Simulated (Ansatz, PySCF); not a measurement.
Atom: tellurium atom, Te (charge 0, triplet).

Property: electron affinity to the doublet, in eV. Conventions: STO-3G and 3-21G all-electron and non-relativistic; no spin-orbit coupling; LANL2DZ with its own core potentials from Na on; UHF or UKS for open shells; each state is the SCF solution reached for its charge and spin; def2 sets with scalar-relativistic core potentials past Kr; valence correlation only (noble-gas shells and the d and f shells of earlier blocks). Sets without +, aug- or the D of def2-TZVPD hold no diffuse functions, which anions need.

| level | program | electron affinity to the doublet (eV) |
|---|---|---|
| HF/LANL2DZ | Ansatz | 0.63 |
| PBE/LANL2DZ | Ansatz | 1.66 |
| B3LYP/STO-3G | Ansatz | -2.11 |
| B3LYP/3-21G | Ansatz | 1.58 |
| B3LYP/LANL2DZ | Ansatz | 1.67 |
| M06-2X/LANL2DZ | PySCF | 1.64 |
| MP2/LANL2DZ | Ansatz | 0.75 |
| B3LYP/def2-TZVPD | Ansatz | 2.14 |
| PBE0/def2-TZVPD | Ansatz | 2.02 |
| wB97X-V/def2-TZVPD | Ansatz | 2.07 |

No value to compare with is used here. The 7 habitual levels span -2.11 (B3LYP/STO-3G) to 1.67 eV (B3LYP/LANL2DZ); wB97X-V/def2-TZVPD gives 2.07.

The levels are drawn from those run, B3LYP/6-31G* more often than the rest, none by its result; runs whose electronic state is in doubt are left out.

Ansatz is a quantum-chemistry and plane-wave program.
